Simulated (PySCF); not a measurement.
CH9ClSi3, SMILES [SiH3][Si](C)(Cl)[SiH3].

Geometry: PBE0-D3(BJ)/def2-SVP.

All values below come from TDDFT-PBE/def2-SVPD (PySCF).

Vertical excitations. The molecule is in vacuum. State labels are in the subgroup Cs.

Computed UV-visible absorptions:
```tsv
state	symmetry	energy (eV)	λ (nm)	f	main pairs
S1	A"	5.29	234	0.001	HOMO→LUMO 98 %
S2	A"	5.71	217	0.060	HOMO→LUMO+1 92 %
S3	A'	5.84	212	0.008	HOMO−1→LUMO 97 %
S4	A"	6.16	201	0.024	HOMO→LUMO+2 93 %
S5	A'	6.21	200	0.015	HOMO−1→LUMO+1 91 %
S6	A"	6.37	195	0.154	HOMO→LUMO+3 86 %
S7	A'	6.55	189	0.016	HOMO→LUMO+4 83 %
S8	A'	6.74	184	0.012	HOMO−1→LUMO+2 92 %
S9	A'	6.78	183	0.007	HOMO−3→LUMO 47 %, HOMO→LUMO+5 32 %, HOMO−1→LUMO+3 16 %
S10	A"	6.85	181	0.081	HOMO−2→LUMO 83 %
T1	A"	4.77	260	0	HOMO→LUMO 99 %
T2	A"	5.13	242	0	HOMO→LUMO+1 98 %
T3	A'	5.46	227	0	HOMO−1→LUMO 98 %
T4	A'	5.83	213	0	HOMO−1→LUMO+1 95 %
```
Triplets are in the Tamm–Dancoff approximation, which puts them higher than full response would, so one can lie above its singlet here.
